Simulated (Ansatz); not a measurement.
Consider the redistribution: `C[O][AlH][BH]S` + `BN[SiH2][SiH3]` → `B[NH][AlH][O]C` + `[SiH3][SiH2]BS`.

Gas-phase electronic energies from Ansatz, PBE0-D4/def2-TZVP geometries. CCSD(T)/CBS adds triple-zeta CCSD(T) − MP2 to the extrapolated MP2 energy (def2 sets, frozen cores). DFT in def2-TZVPP. One conformer a species, not always the lowest.

CCSD(T)/CBS gives -14.0 kcal/mol.

(1) Another level gave -13.2 kcal/mol. Which?
A. PBE0/def2-TZVPP
B. HF/def2-TZVPP
C. B2PLYP/def2-TZVPP
D. r2SCAN/def2-TZVPP

Largest T1 diagnostic among the species: 0.016.

Answers

(1) C. B2PLYP -13.2, PBE0 -14.8, r2SCAN -16.4, HF/def2-TZVPP -9.0 kcal/mol.

In def2-TZVPP, CCSD(T) changes the Hartree–Fock value by −5.0 kcal/mol (the triples alone add −0.8 kcal/mol) and MP2 by −5.5 kcal/mol.
